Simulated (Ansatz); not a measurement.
`F[Si](F)(F)S` → F₂ + `F[Si]S` at 500 K and 1 bar (silylene formation by 1,1-elimination).

Isolated molecules relaxed with PBE0-D4/def2-TZVP in Ansatz; ΔE leaves out vibrations. CCSD(T)/CBS is the MP2 limit (def2-TZVPP, def2-QZVPP) plus CCSD(T) − MP2 in def2-TZVPP, frozen cores. This one scheme is used for every species. One conformer a species, not always the lowest.

```tsv
species	CCSD(T)/CBS energy (Eh)	H − E (kJ/mol)	S (J/(mol·K))
`F[Si](F)(F)S`	-987.07717	89.2	382.7
F₂	-199.39789	21.7	218.2
`F[Si]S`	-787.30018	57.7	315.6
```

H − E and S are ideal-gas, rigid-rotor, harmonic terms from PBE0-D4/def2-TZVP, for one conformer and one mirror image of each species. 1 Eh = 2625.50 kJ/mol, R = 8.31446 J/(mol·K).

By hand: ΔE, ΔH, ΔS and ΔG.

ΔE = (-199.39789) + (-787.30018) − (-987.07717) = 0.37910 Eh = 995.3 kJ/mol. Δ(H − E) = 21.7 + 57.7 − 89.2 = -9.8, so ΔH = 985.5 kJ/mol. ΔS = 218.2 + 315.6 − 382.7 = 151.1 J/(mol·K). ΔG = 985.5 − 500 × (151.1)/1000 = 910.0 kJ/mol.

By hand: the equilibrium constant, and the temperature at which ΔG would vanish if ΔH and ΔS stayed fixed.

log₁₀ K = −ΔG/(RT ln 10) = -95.1. ΔG = 0 at ΔH/ΔS = 6522 K, far beyond where these terms or the molecules hold.

The number of gas molecules changes by +1, which sets the sign of ΔS. A doubt of 5 kJ/mol in ΔE shifts log₁₀ K by 0.5 here. Other conformers and mirror images would add mixing entropy, several J/(mol·K) or more a flexible species. These are equilibria of isolated gas molecules and say nothing of rates. Largest T1 diagnostic: 0.015 (customary marks: 0.02 for closed shells, 0.045 for open ones).
